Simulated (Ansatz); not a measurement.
COS, singlet, at a GFN2-xTB geometry; MP2/cc-pVDZ (Ansatz, an electronic-structure program).

Here is a job for Ansatz.
Ansatz 0.2 input:
```yaml
crystal:
  periodic: [false, false, false]
  atoms:
    - {symbol: O, position_ang: [-0.00000000, -0.00000000, -1.66686897]}
    - {symbol: C, position_ang: [-0.00000000, -0.00000000, -0.51282480]}
    - {symbol: S, position_ang: [0.00000000, 0.00000000, 1.02574379]}
basis:
  gaussian:
    orbitals: cc-pVDZ
magnetization: {spin_polarized: false}
correlation: {method: mp2, electrons: outside_noble_gas}
accuracy: high
```

### Question
Write the output that Ansatz gives for this input, abridged.

### Answer

```
Functional definition: HF
895 factors; integrals over basis functions are off by at most 3.6e-9 eV
mean field evaluation 1: about -13884.0017 eV, gradient 2.9e1 eV
mean field evaluation 2: about -13884.0088 eV, gradient 2.9e1 eV
mean field evaluation 4: about -13885.6818 eV, gradient 2.3e0 eV
mean field evaluation 8: about -13885.7014 eV, gradient 3.2e-4 eV
mean field -13885.70137412 eV, -510.2901134325 hartree, gradient 2.9e-8 eV, S^2 0.000000; 0 other end points of the search recorded, 0 dependent functions left out
7 core orbitals not correlated
reference -13885.70137412 eV, -510.2901134325 hartree; 8, 8 occupied and 31, 31 virtual orbitals, 895 factors
second order -11.82551144 eV of doubles, -0.00000000 eV of singles
Total energy: -13897.52688556 eV, -510.7246929622 hartree
```
